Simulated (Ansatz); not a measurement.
`F[Si](F)(Cl)[SiH](Cl)Cl` → `F[Si]F` + trichlorosilane  (silylene formation by 1,1-elimination)

Program: Ansatz. Geometries: PBE0-D4/def2-TZVP. ΔE: electronic, gas phase. CCSD(T)/CBS is extrapolated from def2-TZVPP and def2-QZVPP, frozen cores. DFT in def2-TZVPP. B3LYP here is the variant with VWN-RPA as its local correlation; programs differ in this. HSE06 is defined as in plane-wave codes. Each species was taken in one conformer, which may not be the lowest.

(1) Is it downhill or uphill in electronic energy at CCSD(T)/CBS, and by how much? (Estimate.)

(2) What do these levels give: B97M-V, PBE0-D4, r2SCANh-D4, HSE06-D4, PBE-QIDH, BLYP, r2SCAN, PBE0, B3LYP, CCSD(T)/def2-SVP, CCSD/def2-TZVPP, HF/cc-pV(D+d)Z? (Estimate.)

Largest T1 diagnostic among the species: 0.015.

Results:

(1) Ansatz gave: Uphill: ΔE = +1.41 eV.

(2) Computed: B97M-V 1.44, PBE0-D4 1.57, r2SCANh-D4 1.62, HSE06-D4 1.57, PBE-QIDH 1.54, BLYP 0.98, r2SCAN 1.56, PBE0 1.45, B3LYP 1.16, CCSD(T)/def2-SVP 1.17, CCSD/def2-TZVPP 1.32, HF/cc-pV(D+d)Z 1.26 eV.

Leaving LDA and LC-ωPBE aside and taking each functional with its dispersion term where it has one, the values, not all of them listed here, spread over 0.41 eV, from ωB97M-V to r2SCAN0-D4. LDA lies +0.29 eV from PBE without D4. In def2-TZVPP, CCSD(T) changes the Hartree–Fock value by +0.04 eV (the triples alone add +0.02 eV) and MP2 by +0.12 eV.
